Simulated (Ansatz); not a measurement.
Ansatz (a quantum-chemistry and plane-wave program) job for H6OSn2, SMILES [SnH3][O][SnH3], PBE0-D3(BJ)/def2-SVP. 

Ansatz 0.2 input:
```yaml
crystal:
  periodic: [false, false, false]
  atoms:
    - {symbol: O, position_ang: [0.12489393, -0.25710867, -0.00234970]}
    - {symbol: Sn, position_ang: [-1.69967429, -0.80668017, -0.00229500]}
    - {symbol: H, position_ang: [-1.54590023, -2.45069740, -0.03649045]}
    - {symbol: H, position_ang: [-2.37671051, -0.15123890, -1.36853235]}
    - {symbol: H, position_ang: [-2.35758833, -0.20853261, 1.39989681]}
    - {symbol: Sn, position_ang: [1.68345963, 0.83990778, 0.00255043]}
    - {symbol: H, position_ang: [1.17942411, 2.42414203, -0.01810212]}
    - {symbol: H, position_ang: [2.46883197, 0.37686217, -1.37725901]}
    - {symbol: H, position_ang: [2.44352432, 0.40495320, 1.40651286]}
basis:
  gaussian:
    orbitals: def2-SVP
hamiltonian:
  xc: pbe0
  dispersion: d3bj
relax: {f_tol: 0.002, max_steps: 200}
```

Log of the run:

```
WARN ansatz: RAYON_NUM_THREADS=2 ignored (pool sized by the plan → 2); use --threads N
Functional definition: PBE0
integrals: 0.05 GiB planned
1204 factors; integrals over basis functions are off by at most 3.9e-4 eV
mean field: 0.44 GiB planned
mean field evaluation 1: about -13796.6056 eV, gradient 5.6e1 eV
mean field evaluation 2: about -13763.9481 eV, gradient 1.3e2 eV
mean field evaluation 4: about -13802.3651 eV, gradient 2.8e0 eV
mean field evaluation 8: about -13802.4263 eV, gradient 4.2e-2 eV
mean field -13802.42629747 eV, -507.2298108115 hartree, gradient 1.2e-5 eV, S^2 0.000000; 0 other end points of the search recorded, 0 dependent functions left out
the calculation of the forces begins
reference -13802.42633592 eV, -507.2298122244 hartree; 29, 29 occupied and 67, 67 virtual orbitals, 1204 factors
relax step   1: F+E_penalty+E_count = -13802.57916686 eV  Δ(F+E_penalty+E_count) = +0.000e0 eV  max|allowed force component| = 9.830e-1 eV/Å  Δτ_max = 0.0000 Å  (25 SCF iters, accepted)
these checks for a lower state are left out or cut short: starts, cluster_reference, orbital_swaps, neighbouring_geometries, increment
integrals: 0.05 GiB planned
1204 factors; integrals over basis functions are off by at most 3.8e-4 eV
mean field: 0.44 GiB planned
mean field evaluation 16: about -13802.5816 eV, gradient 8.9e0 eV
mean field -13802.69390806 eV, -507.2396453192 hartree, gradient 9.7e-6 eV, S^2 0.000000; 0 other end points of the search recorded, 0 dependent functions left out
the calculation of the forces begins
reference -13802.69394685 eV, -507.2396467448 hartree; 29, 29 occupied and 67, 67 virtual orbitals, 1204 factors
relax step   2: F+E_penalty+E_count = -13802.84141713 eV  Δ(F+E_penalty+E_count) = -2.623e-1 eV  max|allowed force component| = 3.962e-1 eV/Å  Δτ_max = 0.1916 Å  (28 SCF iters, accepted)
these checks for a lower state are left out or cut short: starts, cluster_reference, orbital_swaps, neighbouring_geometries, increment
integrals: 0.05 GiB planned
1204 factors; integrals over basis functions are off by at most 3.9e-4 eV
mean field: 0.44 GiB planned
mean field -13802.71188176 eV, -507.2403058407 hartree, gradient 9.1e-6 eV, S^2 0.000000; 0 other end points of the search recorded, 0 dependent functions left out
the calculation of the forces begins
reference -13802.71192052 eV, -507.2403072648 hartree; 29, 29 occupied and 67, 67 virtual orbitals, 1204 factors
relax step   3: F+E_penalty+E_count = -13802.85972670 eV  Δ(F+E_penalty+E_count) = -1.831e-2 eV  max|allowed force component| = 1.111e-1 eV/Å  Δτ_max = 0.0266 Å  (29 SCF iters, accepted)
these checks for a lower state are left out or cut short: starts, cluster_reference, orbital_swaps, neighbouring_geometries, increment
integrals: 0.05 GiB planned
1204 factors; integrals over basis functions are off by at most 3.9e-4 eV
mean field: 0.44 GiB planned
mean field evaluation 32: about -13802.7401 eV, gradient 2.2e-1 eV
mean field -13802.74043328 eV, -507.2413550895 hartree, gradient 2.1e-5 eV, S^2 0.000000; 0 other end points of the search recorded, 0 dependent functions left out
the calculation of the forces begins
reference -13802.74047180 eV, -507.2413565050 hartree; 29, 29 occupied and 67, 67 virtual orbitals, 1204 factors
relax step   4: F+E_penalty+E_count = -13802.89000207 eV  Δ(F+E_penalty+E_count) = -3.028e-2 eV  max|allowed force component| = 1.393e-1 eV/Å  Δτ_max = 0.2000 Å  (28 SCF iters, accepted)
these checks for a lower state are left out or cut short: starts, cluster_reference, orbital_swaps, neighbouring_geometries, increment
integrals: 0.06 GiB planned
1204 factors; integrals over basis functions are off by at most 3.8e-4 eV
mean field: 0.44 GiB planned
mean field -13802.75227015 eV, -507.2417900864 hartree, gradient 2.0e-5 eV, S^2 0.000000; 0 other end points of the search recorded, 0 dependent functions left out
the calculation of the forces begins
reference -13802.75230863 eV, -507.2417915007 hartree; 29, 29 occupied and 67, 67 virtual orbitals, 1204 factors
relax step   5: F+E_penalty+E_count = -13802.90392813 eV  Δ(F+E_penalty+E_count) = -1.393e-2 eV  max|allowed force component| = 2.201e-1 eV/Å  Δτ_max = 0.1999 Å  (28 SCF iters, accepted)
these checks for a lower state are left out or cut short: starts, cluster_reference, orbital_swaps, neighbouring_geometries, increment
integrals: 0.06 GiB planned
1204 factors; integrals over basis functions are off by at most 3.8e-4 eV
mean field: 0.44 GiB planned
mean field -13802.76565043 eV, -507.2422818026 hartree, gradient 9.1e-6 eV, S^2 0.000000; 0 other end points of the search recorded, 0 dependent functions left out
the calculation of the forces begins
reference -13802.76568883 eV, -507.2422832139 hartree; 29, 29 occupied and 67, 67 virtual orbitals, 1204 factors
relax step   6: F+E_penalty+E_count = -13802.91971593 eV  Δ(F+E_penalty+E_count) = -1.579e-2 eV  max|allowed force component| = 1.696e-2 eV/Å  Δτ_max = 0.1433 Å  (28 SCF iters, accepted)
these checks for a lower state are left out or cut short: starts, cluster_reference, orbital_swaps, neighbouring_geometries, increment
integrals: 0.06 GiB planned
1204 factors; integrals over basis functions are off by at most 3.8e-4 eV
mean field: 0.44 GiB planned
mean field -13802.76599655 eV, -507.2422945225 hartree, gradient 9.3e-6 eV, S^2 0.000000; 0 other end points of the search recorded, 0 dependent functions left out
the calculation of the forces begins
reference -13802.76603500 eV, -507.2422959356 hartree; 29, 29 occupied and 67, 67 virtual orbitals, 1204 factors
relax step   7: F+E_penalty+E_count = -13802.92079071 eV  Δ(F+E_penalty+E_count) = -1.075e-3 eV  max|allowed force component| = 5.624e-3 eV/Å  Δτ_max = 0.0396 Å  (29 SCF iters, accepted)
these checks for a lower state are left out or cut short: starts, cluster_reference, orbital_swaps, neighbouring_geometries, increment
integrals: 0.06 GiB planned
1204 factors; integrals over basis functions are off by at most 3.8e-4 eV
mean field: 0.44 GiB planned
mean field evaluation 64: about -13802.7654 eV, gradient 9.3e-6 eV
mean field -13802.76539964 eV, -507.2422725865 hartree, gradient 9.3e-6 eV, S^2 0.000000; 0 other end points of the search recorded, 0 dependent functions left out
the calculation of the forces begins
reference -13802.76543812 eV, -507.2422740004 hartree; 29, 29 occupied and 67, 67 virtual orbitals, 1204 factors
relax step   8: F+E_penalty+E_count = -13802.92086460 eV  Δ(F+E_penalty+E_count) = -7.389e-5 eV  max|allowed force component| = 1.686e-2 eV/Å  Δτ_max = 0.0503 Å  (29 SCF iters, accepted)
these checks for a lower state are left out or cut short: starts, cluster_reference, orbital_swaps, neighbouring_geometries, increment
integrals: 0.06 GiB planned
1204 factors; integrals over basis functions are off by at most 3.8e-4 eV
mean field: 0.44 GiB planned
mean field -13802.76550113 eV, -507.2422763161 hartree, gradient 2.0e-5 eV, S^2 0.000000; 0 other end points of the search recorded, 0 dependent functions left out
the calculation of the forces begins
reference -13802.76553960 eV, -507.2422777299 hartree; 29, 29 occupied and 67, 67 virtual orbitals, 1204 factors
relax step   9: F+E_penalty+E_count = -13802.92098832 eV  Δ(F+E_penalty+E_count) = -1.237e-4 eV  max|allowed force component| = 1.153e-2 eV/Å  Δτ_max = 0.0119 Å  (22 SCF iters, accepted)
these checks for a lower state are left out or cut short: starts, cluster_reference, orbital_swaps, neighbouring_geometries, increment
integrals: 0.06 GiB planned
1204 factors; integrals over basis functions are off by at most 3.8e-4 eV
mean field: 0.44 GiB planned
mean field -13802.76565375 eV, -507.2422819246 hartree, gradient 1.3e-5 eV, S^2 0.000000; 0 other end points of the search recorded, 0 dependent functions left out
the calculation of the forces begins
reference -13802.76569221 eV, -507.2422833383 hartree; 29, 29 occupied and 67, 67 virtual orbitals, 1204 factors
relax step  10: F+E_penalty+E_count = -13802.92105557 eV  Δ(F+E_penalty+E_count) = -6.726e-5 eV  max|allowed force component| = 4.592e-4 eV/Å  Δτ_max = 0.0051 Å  (22 SCF iters, accepted)
these checks for a lower state are left out or cut short: starts, cluster_reference, orbital_swaps, neighbouring_geometries, increment
integrals: 0.06 GiB planned
1204 factors; integrals over basis functions are off by at most 3.8e-4 eV
mean field: 0.44 GiB planned
mean field -13802.76570668 eV, -507.2422838698 hartree, gradient 8.6e-5 eV, S^2 0.000000; 0 other end points of the search recorded, 0 dependent functions left out
the calculation of the forces begins
reference -13802.76574515 eV, -507.2422852835 hartree; 29, 29 occupied and 67, 67 virtual orbitals, 1204 factors
relax step  11: F+E_penalty+E_count = -13802.92105771 eV  Δ(F+E_penalty+E_count) = -2.140e-6 eV  max|allowed force component| = 7.636e-4 eV/Å  Δτ_max = 0.0028 Å  (19 SCF iters, accepted)
integrals: 0.06 GiB planned
1204 factors; integrals over basis functions are off by at most 3.8e-4 eV
mean field: 0.44 GiB planned
mean field evaluation 96: about -13802.7657 eV, gradient 1.6e-5 eV
mean field -13802.76570668 eV, -507.2422838698 hartree, gradient 8.6e-5 eV, S^2 0.000000; 1 other end points of the search recorded, 0 dependent functions left out
the calculation of the forces begins
reference -13802.76574515 eV, -507.2422852835 hartree; 29, 29 occupied and 67, 67 virtual orbitals, 1204 factors
Total energy: -13802.92109618 eV, -507.2479943287 hartree
Atom 0 at     0.362472    -0.748507    -0.018067 Å, force     0.000366    -0.000329    -0.000125 eV/Å
Atom 1 at    -1.613510    -0.806153    -0.001833 Å, force     0.000311     0.000579    -0.000069 eV/Å
Atom 2 at    -2.001078    -2.470898    -0.037545 Å, force     0.000107    -0.000136    -0.000073 eV/Å
Atom 3 at    -2.193566     0.022027    -1.390978 Å, force    -0.000236     0.000085     0.000066 eV/Å
Atom 4 at    -2.169448    -0.044845     1.434706 Å, force     0.000060    -0.000161     0.000229 eV/Å
Atom 5 at     1.634967     0.764559     0.001080 Å, force    -0.000764     0.000154    -0.000063 eV/Å
Atom 6 at     0.739241     2.233401    -0.026706 Å, force     0.000114     0.000128    -0.000220 eV/Å
Atom 7 at     2.609381     0.600613    -1.397839 Å, force     0.000179    -0.000262    -0.000044 eV/Å
Atom 8 at     2.551802     0.621409     1.441115 Å, force    -0.000138    -0.000057     0.000300 eV/Å
Dipole moment:    -0.103265     0.216098     0.005066 e Å
```

Self-consistency was reached.
